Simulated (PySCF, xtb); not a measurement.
CH4SSe, SMILES CS[SeH]. The values are those of a single conformer.

Harmonic wavenumbers (cm⁻¹) from GFN2-xTB (xtb) at its own minimum, in rising order: 120, 191, 246, 391, 685, 697, 935, 939, 1311, 1441, 1446, 1917, 3036, 3045, 3059.

What does B3LYP-D3(BJ)/def2-SVP (PySCF) give at its own minimum? (The exact figures need the calculation; the answer reports its results.)

166, 212, 273, 385, 690, 763, 960, 963, 1326, 1433, 1454, 2345, 3035, 3137, 3154. Paired by order, the mean absolute difference is 58 cm⁻¹ and the zero-point energies are 27.8 and 29.0 kcal/mol.
